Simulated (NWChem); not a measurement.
A series in which one site is exchanged, each optimised at PBE0/def2-SVP with NWChem, gas phase unless a solvent is named. For some, no frequency run checked for a minimum. def2 effective core potentials on Zr, Hf; no spin-orbit coupling.

A: [F][Ge]([F])([Cl])[Cl] (GeCl2F2; site = Ge)
B: F[Si](Cl)(Cl)F (SiCl2F2; site = Si)
C: [F][Zr]([F])([Cl])[Cl] (ZrCl2F2; site = Zr)
D: [F][Hf]([F])([Cl])[Cl] (HfCl₂F₂; site = Hf)

Question: Rank them by dipole (D), PBE0/def2-SVP, lowest first.

Answer: D (0.00), C (0.11), B (0.71), A (1.19)
